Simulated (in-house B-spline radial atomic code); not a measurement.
Ga²⁺. Computed with a B-spline radial atomic code. Model: non-relativistic spherical atom: semilocal Troullier-Martins pseudo-atom, one channel per l, against all electrons, high spin, G0W0 and RPA with empty states to l = 8, local potential for every l without a channel, a model core (radius 0 = none) keeps its share of the functional.

What the tables leave out is listed at the end.

The pseudopotential gives back the lowest level of each angular momentum of its own functional in the configuration it was made in; a second state of the same l is only approximately right. Exact exchange, RPA and GW see the smooth pseudo-orbitals and miss the exchange with the core, for which the functional's share stands in. The column with an uncorrelated core keeps all orbitals and exact exchange, and so separates missing core correlation from pseudisation. Only the three outermost levels and the lowest empty one were computed. RPA here is direct RPA, with no exchange kernel, and its energies carry an (l + 1/2)⁻⁴ tail. A hybrid on a potential with a model core restores only its own semilocal share of the core's exchange.

Command:
```bash
python run_psgw.py task.json out
```
Settings (lengths in bohr, energies in hartree):
```
Z                      31
electrons              29
configuration          [Ar] 3d10 4s1
generated_in           [Ar] 3d10 4s1
functional             pbe,pbe
core_shells            4
radius_factor          0.9
core_correction        True
ion_configuration      [Ar] 3d10
```

Run time, properties included: 53 s on 1 thread of Arm Neoverse N1, with other jobs on the host.

Given: made with PBE; model core radius 0.306 bohr; local radius 0.676 bohr; mean-field start PBE.

Valence shells of the generating configuration: 3p, 3d, 4s.

Channel: s 1.623, p 0.509, d 1.437 (radii in bohr).

Computed: largest level miss in the spin-unpolarised generating configuration 0 eV; valence RPA correlation energy all-electron orbitals -1.226 hartree; valence RPA correlation energy pseudo -1.3091 hartree; all-electron RPA polarisability, core included 7.6116 bohr³; ionisation by mean-field all-electron 31.089 eV; ionisation by mean-field pseudo minus all 0.011 eV; ionisation by RPA pseudo minus all 1.471 eV.

| level | occupied | mean-field all-electron (eV) | mean-field pseudo minus all (eV) | G0W0 all-electron (eV) | G0W0 uncorrelated core minus all (eV) | G0W0 pseudo minus all (eV) | exchange self-energy all-electron (eV) | exchange self-energy pseudo (eV) |
| --- | --- | --- | --- | --- | --- | --- | --- | --- |
| 4s up | 1 | -26.247 | -0.002 | -31.13 | -0.086 | -1.179 | -15.619 | -15.583 |
| 3d down | 1 | -39.684 | -0.008 | -49.445 | 0.09 | 1.681 | -57.866 | -49.025 |
| 3d up | ? | ? | ? | ? | ? | ? | ? | ? |
| 4s down (empty) | 0 | -24.843 | 0.001 | -20.463 | -0.081 | -1.173 | -3.9438 | -3.9811 |

Task: What belongs in the row 3d up?

Result: occupied: 1; mean-field all-electron (eV): -39.928; mean-field pseudo minus all (eV): 0; G0W0 all-electron (eV): -49.625; G0W0 uncorrelated core minus all (eV): 0.087; G0W0 pseudo minus all (eV): 1.59; exchange self-energy all-electron (eV): -57.68; exchange self-energy pseudo (eV): -49.108.

Task: What is the ionisation by RPA all-electron?

Result: 30.88 eV.

Task: What is the pseudo-atom RPA polarisability?

Result: 7.6008 bohr³.

Given: mean-field start PBE0.

Computed: valence RPA correlation energy all-electron orbitals -1.1768 hartree; valence RPA correlation energy pseudo -1.2664 hartree; all-electron RPA polarisability, core included 6.7671 bohr³; ionisation by mean-field all-electron 30.698 eV; ionisation by mean-field pseudo minus all 0.489 eV; ionisation by RPA all-electron 30.758 eV.

| level | occupied | mean-field all-electron (eV) | mean-field pseudo minus all (eV) | G0W0 all-electron (eV) | G0W0 uncorrelated core minus all (eV) | G0W0 pseudo minus all (eV) | exchange self-energy all-electron (eV) | exchange self-energy pseudo (eV) |
| --- | --- | --- | --- | --- | --- | --- | --- | --- |
| 4s up | 1 | -27.152 | -0.42 | -30.964 | -0.08 | -1.326 | -15.39 | -15.931 |
| 3d down | 1 | -43.1 | 0.54 | -49.874 | 0.091 | 1.767 | -58.068 | -49.065 |
| 4s down (empty) | 0 | -23.229 | -0.39 | -20.248 | -0.073 | -1.118 | -3.6336 | -4.0128 |

Task: What is the ionisation by RPA pseudo minus all?

Result: 1.524 eV.

Task: What is the pseudo-atom RPA polarisability?

Result: 6.4084 bohr³.

Among the listed levels the largest G0W0 shift of the pseudo-atom is +1.77 eV, for 3d down on the PBE0 start, while leaving the core uncorrelated moves that level by +0.09 eV. So pseudisation and the lost core exchange, not the missing core correlation, make the error. Not in the tables (levels of low weight, unsolved or above zero; the highest and the empty levels are kept at any weight): on PBE0 the G0W0 levels 3d up (pseudo minus all +2.46 eV, weights 0.09 and 0.86); no Hartree-Fock pseudo-atom is run with a model core.
